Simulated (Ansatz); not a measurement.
Total energies of `[GeH3][AsH][SbH2]`.

Cartesian coordinates in Å:
```
Ge -1.163 1.190 -0.045
As -0.741 -1.148 0.436
Sb 1.823 -0.749 0.935
H -1.231 1.943 1.294
H -2.516 1.316 -0.765
H -0.065 1.825 -0.917
H -0.531 -1.485 -1.034
H 2.170 -2.416 0.790
H 2.252 -0.476 -0.695
```

Charge 0, multiplicity 1. Correlated methods include outer-core shells of As, Ge, Sb, which these sets cover unevenly. Scalar relativity is left out up to krypton. Sb: def2 effective core potential. Geometry: relaxed with PBE0-D4/def2-TZVP. Basis def2-TZVPP, the Gaussian-basis code of Ansatz.

RPA on PBE orbitals: Hartree–Fock energy of these orbitals -4552.25570 Eh, correlation -1.37917 Eh (frozen core).

```tsv
functional	energy without D4 (Eh)	D4 term (kJ/mol)
LDA (SPW92)	-4549.88209	–
PBE0	-4556.21595	-21.3
```

Task: Give the same for PBE, revPBE, BLYP, r2SCAN, B97M-V, B3LYP, r2SCANh, r2SCAN0, HSE06 (plane-wave form), BHLYP, CAM-B3LYP, LC-ωPBE, ωB97X-V, ωB97M-V, B2PLYP, PBE-QIDH. (An estimate is asked.)

Result: Computed: 
```json
{"functional": "PBE", "energy without D4 (Eh)": "-4556.07925", "D4 term (kJ/mol)": "-24.8"}
{"functional": "revPBE", "energy without D4 (Eh)": "-4556.45560", "D4 term (kJ/mol)": "-58.4"}
{"functional": "BLYP", "energy without D4 (Eh)": "-4556.78426", "D4 term (kJ/mol)": "-52.1"}
{"functional": "r2SCAN", "energy without D4 (Eh)": "-4556.82246", "D4 term (kJ/mol)": "-5.5"}
{"functional": "B97M-V", "energy without D4 (Eh)": "-4555.94758", "D4 term (kJ/mol)": "–"}
{"functional": "B3LYP", "energy without D4 (Eh)": "-4556.92538", "D4 term (kJ/mol)": "-40.8"}
{"functional": "r2SCANh", "energy without D4 (Eh)": "-4556.79643", "D4 term (kJ/mol)": "-6.1"}
{"functional": "r2SCAN0", "energy without D4 (Eh)": "-4556.75914", "D4 term (kJ/mol)": "-6.9"}
{"functional": "HSE06 (plane-wave form)", "energy without D4 (Eh)": "-4556.21571", "D4 term (kJ/mol)": "-20.4"}
{"functional": "BHLYP", "energy without D4 (Eh)": "-4556.63751", "D4 term (kJ/mol)": "-39.0"}
{"functional": "CAM-B3LYP", "energy without D4 (Eh)": "-4556.97132", "D4 term (kJ/mol)": "-22.4"}
{"functional": "LC-ωPBE", "energy without D4 (Eh)": "-4556.20474", "D4 term (kJ/mol)": "–"}
{"functional": "ωB97X-V", "energy without D4 (Eh)": "-4556.33033", "D4 term (kJ/mol)": "–"}
{"functional": "ωB97M-V", "energy without D4 (Eh)": "-4556.44283", "D4 term (kJ/mol)": "–"}
{"functional": "B2PLYP", "energy without D4 (Eh)": "-4555.78698", "D4 term (kJ/mol)": "–"}
{"functional": "PBE-QIDH", "energy without D4 (Eh)": "-4555.36587", "D4 term (kJ/mol)": "–"}
```

B3LYP takes the VWN-RPA correlation (the form of Gaussian; ORCA's B3LYP/G). HSE06 is the plane-wave form, built on full-range PBE exchange. The double hybrids freeze the cores in their second-order part.

LC-ωPBE has ω = 0.4 bohr⁻¹.
